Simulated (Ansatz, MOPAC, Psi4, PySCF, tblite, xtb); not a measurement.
Dimer H3N ··· F- (SMILES N and [F-]) (charge -1) at R = 2.65 Å between the centres of mass, closest contact 1.68 Å (lowest of the rigid-body minima from ten starts at GFN2-xTB). Geometry in Å and degrees:

```
N
H 1 1.0136
H 1 1.0136 2 107.33
H 1 1.0136 2 107.33 3 -115.10
F 4 1.6792 1 169.43 2 57.59
```

- GFN2-xTB (tblite)
- SAPT0/jun-cc-pVDZ, frozen core (Psi4)
- PBE0/def2-TZVPD, counterpoise-corrected (Psi4)
- PBE0-D3(BJ)/def2-TZVPD, counterpoise-corrected (Psi4)
- PBE/def2-TZVPD, counterpoise-corrected (Psi4)
- PBE-D3(BJ)/def2-TZVPD, counterpoise-corrected (Psi4)
- wB97X-V/def2-TZVPD, counterpoise-corrected (Psi4)
- RHF/aug-cc-pVTZ, counterpoise-corrected (Ansatz, a quantum-chemistry and plane-wave program)
- MP2/aug-cc-pVTZ = MP2 on RHF/aug-cc-pVTZ, frozen core, counterpoise-corrected (Ansatz)
- CCSD/aug-cc-pVTZ = CCSD on RHF/aug-cc-pVTZ, frozen core, counterpoise-corrected (Ansatz)
- CCSD(T)/aug-cc-pVTZ = CCSD(T) on RHF/aug-cc-pVTZ, frozen core, counterpoise-corrected (Ansatz)
- RHF/aug-cc-pVQZ, counterpoise-corrected (Ansatz)
- MP2/aug-cc-pVQZ = MP2 on RHF/aug-cc-pVQZ, frozen core, counterpoise-corrected (Ansatz)
- AM1, restricted, heats of formation (MOPAC)
- PM7, restricted, heats of formation (MOPAC)
- GFN1-xTB (xtb)
- RKS-B3LYP/6-31G* = restricted B3LYP/6-31G*, spherical d, no counterpoise correction (PySCF 2.14.0)
- RKS-B3LYP/3-21G = restricted B3LYP/3-21G, no counterpoise correction (PySCF)
- RKS-BP86/6-31G* = restricted BP86/6-31G*, spherical d, no counterpoise correction (PySCF)
- RKS-B3LYP/6-311+G** = restricted B3LYP/6-311+G**, spherical d, no counterpoise correction (PySCF)

**Question.** What interaction energy does each level give?

**Answer.** 
| method | E_int / kcal/mol |
|---|---|
| RKS-B3LYP/3-21G | -52.95 |
| RKS-BP86/6-31G* | -34.86 |
| RKS-B3LYP/6-31G* | -33.29 |
| RKS-B3LYP/6-311+G** | -15.83 |
| AM1 | -15.83 |
| PBE0-D3(BJ)/def2-TZVPD | -15.45 |
| PBE-D3(BJ)/def2-TZVPD | -15.21 |
| PBE0/def2-TZVPD | -15.19 |
| PBE/def2-TZVPD | -14.89 |
| CCSD(T)/aug-cc-pVTZ | -14.87 |
| MP2/aug-cc-pVQZ | -14.81 |
| wB97X-V/def2-TZVPD | -14.70 |
| CCSD/aug-cc-pVTZ | -14.54 |
| SAPT0/jun-cc-pVDZ | -14.53 |
| GFN1-xTB | -14.52 |
| MP2/aug-cc-pVTZ | -14.49 |
| RHF/aug-cc-pVQZ | -12.95 |
| RHF/aug-cc-pVTZ | -12.87 |
| GFN2-xTB | -11.43 |
| PM7 | -4.34 |
